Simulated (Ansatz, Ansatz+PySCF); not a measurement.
```xyz
12

C     0.6852   -0.5825    0.2771
C     0.1538    0.5547    0.7445
C     0.2992   -1.3348   -0.9547
C    -0.9586    1.3567    0.1517
H     1.5029   -1.0253    0.8591
H     0.5769    0.9562    1.6736
H    -0.5221   -0.8595   -1.5087
H     1.1568   -1.4310   -1.6420
H    -0.0141   -2.3629   -0.7059
H    -1.3546    0.9218   -0.7765
H    -1.7970    1.4522    0.8623
H    -0.6262    2.3842   -0.0738
```

Basis set: def2-SVP (spherical functions). Frozen core: 4 orbitals. Charge 0, multiplicity 3.

Computed with Ansatz (development build ahead of 0.2.0); each method stands on the lowest determinant of its kind that the runs found.

The atomization energy at this shape (free ground-state atoms in the same class of orbitals less the molecule, no zero-point energy) of triplet C4H8:

```
method  atomization energy
   UHF            35.24 eV
```

**Question.** What does UHF-MP2 give?

**Answer.** 43.84 eV. Caution: another spin multiplicity may lie lower.
